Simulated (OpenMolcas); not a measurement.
Ionisation energies of titanium

```
Program             : OpenMolcas
Basis               : ANO-RCC-VQZP [7s6p4d3f2g1h]
Scalar Hamiltonian  : DKH2, point nucleus
Spin-orbit coupling : state interaction with AMFI integrals over the reference wave functions, term energies averaged over their components
```

Active shells in each charge state: the valence d shell, with orbitals averaged over the low states. Where CASPT2's correlated closed shells are named, they are those of the first ion.

A. CASSCF
B. SS-CASPT2, IPEA 0.25 Eh, imaginary shift 0.1 Eh (closed shells correlated: 3s 3p)
C. SS-CASPT2, IPEA 0.25 Eh, imaginary shift 0.1 Eh (closed shells correlated: 2s 2p 3s 3p)
D. SS-CASPT2, IPEA 0 Eh, imaginary shift 0.1 Eh (closed shells correlated: 3s 3p)
E. SS-CASPT2, IPEA 0.25 Eh, imaginary shift 0.1 Eh (closed shells correlated: none)

Energies in eV between the lowest computed levels, named as in B; reference values from the NIST Atomic Spectra Database with their kind.

```tsv
From	To	A	B	C	D	E	Spin-orbit share in B	Reference
Ti2+ 3d2 3F2	Ti3+ 3d 2D 3/2	26.562	27.599	27.628	27.686	26.754	+0.004	27.492 (measured)
Ti3+ 3d 2D 3/2	Ti4+ 3p6 1S0	42.222	43.142	43.180	43.207	42.222	+0.028	43.267 (measured)
```

Error against the reference values, in %:

| From | Reference | A | B | C | D | E |
| --- | --- | --- | --- | --- | --- | --- |
| Ti2+ | measured | -3.4 | +0.4 | +0.5 | +0.7 | -2.7 |
| Ti3+ | measured | -2.4 | -0.3 | -0.2 | -0.1 | -2.4 |

Mean absolute error over the 2 measured values: A 0.99 eV, B 0.12 eV, C 0.11 eV, D 0.13 eV, E 0.89 eV.

The lowest level within the active space need not be the ion's true ground level.
